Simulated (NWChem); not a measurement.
Species: CdH2SO; SMILES [OH][Cd][SH]

```xyz
5

Cd    -0.4514     0.1459     0.0207
O     -0.7507     2.0620     0.3523
H     -0.3795     2.6054    -0.3523
S     -0.1905    -2.1462    -0.3186
H      1.0097    -2.1898     0.3031
```
Atoms are numbered in this order, from 1.

Computed with NWChem. Geometry: optimised at PBE0/def2-SVP. def2 effective core potentials on Cd; no spin-orbit coupling. Field at 589 nm.

**Question.** Estimate the computed values for B3LYP/def2-SVP (core potentials). Quantities: isotropic polarisability (bohr³); anisotropy (bohr³).

**Answer.** The isotropic polarisability (bohr³) is 49.4. The anisotropy (bohr³) is 38.8.
